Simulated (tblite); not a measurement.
Isomers of C4H7F3S2Si. Method: GFN2-xTB as coded in tblite; computed harmonic values from a numerical Hessian at the method's own geometry, unscaled. The method is semi-empirical: single wavenumbers can be off by several per cent or more. Modes of hydrogen on silicon and sulfur can be 10 to 20 % off. One conformer each.

Electronic energies: GFN2-xTB at the same geometries; isomer energies are rough at this level and their order can be wrong.

```csv
SMILES,"electronic energy, lowest = 0 (kcal/mol)"
C=CS[Si@@H](S)CC(F)(F)F,28.8
C[SiH](C)SC(=S)C(F)(F)F,43.8
FC(F)(F)C[C@H]1CS[SiH2]S1,0.0
```

Question: How do GFN2-xTB zero-point energies change the relative energies?

Answer: 
```
                   SMILES  ZPE (kcal/mol)  of it from modes above 1550 cm⁻¹  electronic (kcal/mol)  with ZPE, lowest = 0 (kcal/mol)  lowest mode (cm⁻¹)  rings
FC(F)(F)C[C@H]1CS[SiH2]S1            66.8                              28.1                    0.0                              0.0                  23      1
  C=CS[Si@@H](S)CC(F)(F)F            63.9                              31.2                   28.8                             25.9                  27      0
  C[SiH](C)SC(=S)C(F)(F)F            64.8                              29.3                   43.8                             41.8                   9      0
```

The zero-point energies span 2.9 kcal/mol, from `C=CS[Si@@H](S)CC(F)(F)F` to `FC(F)(F)C[C@H]1CS[SiH2]S1`. The order is unchanged.
